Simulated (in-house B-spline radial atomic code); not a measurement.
## PBE hybrid excitations of Xe IX (Xe8+)

Method: PBE hybrid with 0.8 exact exchange. Computed with a B-spline radial code for spherical atoms: linear response of the closed shell [Kr] 4d10 with the functional's adiabatic kernel; scalar-relativistic (spin-free one-electron X2C), finite nucleus, no spin-orbit coupling, no double excitations, S, P, D and F terms only; shells from n = 2 respond. Only terms of natural parity with L up to 3 were computed.

Command:
```bash
python run_td.py task.json out
```
Settings (radii: box in bohr, nucleus in fm):
```
Z                        54
electrons                46
configuration            [Kr] 4d10
hamiltonian              x2c
method                   pbeh
box_radius               11.59
exact_exchange_fraction  0.8
rms_radius               4.7859
intervals                69
```

Run time, properties included: 1.8 s on 1 thread of AMD EPYC 9R45 96-Core Processor (Zen 5) (shared host).

The lowest states, in the order of their Tamm-Dancoff energies; the method's threshold (minus the highest occupied level) is 179.45 eV. Labels give the largest channel, * marks a mixed state, and oscillator strengths are full-response dipole values. Semilocal kernels can invert the small singlet-triplet splittings of Rydberg terms. Energies in eV:

```csv
state,full response,Tamm-Dancoff,oscillator strength
4d → 5s 3D,57.95,57.97,-
4d → 5s 1D,58.94,58.95,-
4d → 5p 3P,?,?,-
4d → 5p 3F,74.87,74.89,-
4d → 5p 1F,75.51,75.52,-
4d → 5p 1P,76.31,76.39,1.06
4d → 4f 3P,?,?,-
4d → 4f 3F,86.24,86.32,-
4d → 4f 1F,89.60,89.65,-
4d → 5d 3S,97.91,97.96,-
4d → 5d 3D,99.89,99.91,-
4d → 5d 1D,100.62,100.64,-
4d → 4f 1P,103.72,106.09,8.02
4d → 5d 1S,105.66,106.27,-
4d → 6s 3D,113.32,113.33,-
4d → 6s 1D,113.59,113.60,-
4d → 6p 3P,120.11,120.12,-
4d → 6p 3F,120.46,120.47,-
4d → 6p 1F,120.67,120.67,-
4d → 6p 1P,120.85,120.88,0.307
4d → 5f 3P,124.34,124.35,-
4d → 5f 3F,125.27,125.28,-
```

**Question.** Where does 4d → 5p 3P lie?

**Answer.** At 74.03 eV in full response, 74.07 eV in Tamm-Dancoff.

**Question.** Where does 4d → 4f 3P lie?

**Answer.** At 82.97 eV in full response, 83.02 eV in Tamm-Dancoff.

**Question.** How large is the singlet-triplet splitting of 4d → 5s (D terms) in Tamm-Dancoff?

**Answer.** 0.979 eV, from the unrounded values.

**Question.** What polarisabilities and dispersion coefficient does the method give?

**Answer.** Dipole 0.833 bohr³, quadrupole 0.8439 bohr⁵, C6 2.084 hartree·bohr⁶ for two such species.
